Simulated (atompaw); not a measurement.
**Before and after: PAW (atompaw) potential for As (Z = 33)**

```
Element                 : As (Z = 33)
Generator               : atompaw 4.2.0.5
Type                    : PAW
Functional              : PBEsol
Relativity              : non-relativistic
Frozen core             : [Ar] 3d10
Valence charge          : 5
Reference configuration : 4s1.75 4p3.25
Partial waves           : 4s (bound): rc 1.35 bohr; 4s channel at 1.45 Ry: rc 2.10 bohr; 4p (bound): rc 2.10 bohr; 4p channel at 0.05 Ry: rc 2.10 bohr
Local potential         : troulliermartins scheme with l = 2 at 1 Ry, radius 2.00 bohr
Core correction         : smooth core density matched at 1.15 bohr
Augmentation charge     : besselshape compensation charge, radius 1.75 bohr; PAW radius 2.10 bohr; waves and projectors: custom rrkj vanderbiltortho
```

All-electron outer shells of the reference configuration (PBEsol, non-relativistic, ld1.x):

```
shell  level (eV)  outermost node (bohr)  outermost maximum (bohr)
   3d      -42.12                      –                      0.47
   4s      -14.27                   0.75                      1.63
   4p       -5.39                   0.78                      2.00
```

Change: augmentation besselshape compensation charge, radius 1.75 bohr; PAW radius 2.10 bohr; waves and projectors: custom polynom vanderbiltortho.

Cutoffs: the cutoffs (Ry, on a coarse ladder) from which the occupation-weighted sum of valence levels, in a spherical-Bessel basis at the reference potential, stays within 10 and 1 mRy of its value at 400 Ry; they do not see the model core or the augmentation charge, which bear on the density cutoff.

Question: What does the change do?

Answer: The potential gets harder (18 Ry and 35 Ry → 30 Ry and 45 Ry); neither file shows a bound ghost.

```csv
quantity,base,changed
"cutoff, loose",18 Ry,30 Ry
"cutoff, tight",35 Ry,45 Ry
loose cutoff by channel (10 mRy a level),"s 18 Ry, p 8 Ry","s 25 Ry, p 6 Ry"
bound ghosts,none,none
s: phases at 2.10 bohr within 0.05 rad from the reference energy up to (Ry; the scan ends near 5),to the end of the scan,4.2
p: phases at 2.10 bohr within 0.05 rad from the reference energy up to (Ry; the scan ends near 5),to the end of the scan,to the end of the scan
lowest overlap eigenvalue by channel,"s 0.03, p 0.12","s 0.02, p 0.38"
```

 The cutoffs see the waves, projectors and local potential, not the compensation charge or the core.
